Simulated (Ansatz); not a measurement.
System: H₂SiO₂, charge 0, singlet. H2SiO2 (SMILES [Si](O)O).
B3LYP-D3(BJ)/def2-TZVP minimum from Ansatz (a quantum-chemistry and plane-wave program):
```
Si
O 1 1.6481
H 2 0.9663 1 118.39
O 1 1.6695 2 99.55 3 0.00
H 4 0.9625 1 116.81 2 180.00
```
Charge 0, spin multiplicity 1.

Total energies in hartree (Ansatz). Open shells are spin-unrestricted; no spin-orbit coupling. Cores are frozen in correlated methods. No relativity. Where a partner has so few electrons that a lower coupled-cluster level is exact, that level stands in.

| species | HF/cc-pV(T+d)Z | CCSD(T)/cc-pV(T+d)Z | HF/cc-pV(Q+d)Z | CCSD(T)/cc-pV(Q+d)Z | CCSDT(Q)/cc-pV(T+d)Z |
|---|---|---|---|---|---|
| 1: H2SiO2 (SMILES O[Si]O) | -439.97135 | -440.59302 | -439.98827 | -440.65437 | -440.59461 |
| 2: Si (triplet) | -288.85649 | -288.93344 | -288.85845 | -288.93781 | -288.93426 |
| 3: O (triplet) | -74.81176 | -74.97396 | -74.81729 | -74.99357 | -74.97430 |
| 4: H (doublet) | -0.49981 | -0.49981 | -0.49995 | -0.49995 | -0.49981 |

Problem. Work out the atomisation energy (electronic, to ground-state atoms) in kJ/mol: take Hartree-Fock from cc-pV(Q+d)Z, extrapolate the CCSD(T) correlation energy as X^-3 (X = 3, 4), and add CCSDT(Q) - CCSD(T) in cc-pV(T+d)Z. 1 hartree = 2625.5 kJ/mol.

Solution. 
Species 1: correlation (64·(-0.66610) - 27·(-0.62167))/37 = -0.69852; step -0.00159; E1 = -439.98827 + (-0.69852) + (-0.00159) = -440.68838
Species 2: correlation (64·(-0.07936) - 27·(-0.07695))/37 = -0.08112; step -0.00082; E2 = -288.85845 + (-0.08112) + (-0.00082) = -288.94039
Species 3: correlation (64·(-0.17628) - 27·(-0.16220))/37 = -0.18655; step -0.00034; E3 = -74.81729 + (-0.18655) + (-0.00034) = -75.00418
Species 4: correlation (64·(0.00000) - 27·(0.00000))/37 = 0.00000; step +0.00000; E4 = -0.49995 + (0.00000) + (+0.00000) = -0.49995
-1·E1 +1·E2 +2·E3 +2·E4 = 0.73973 hartree = 1942.2 kJ/mol.
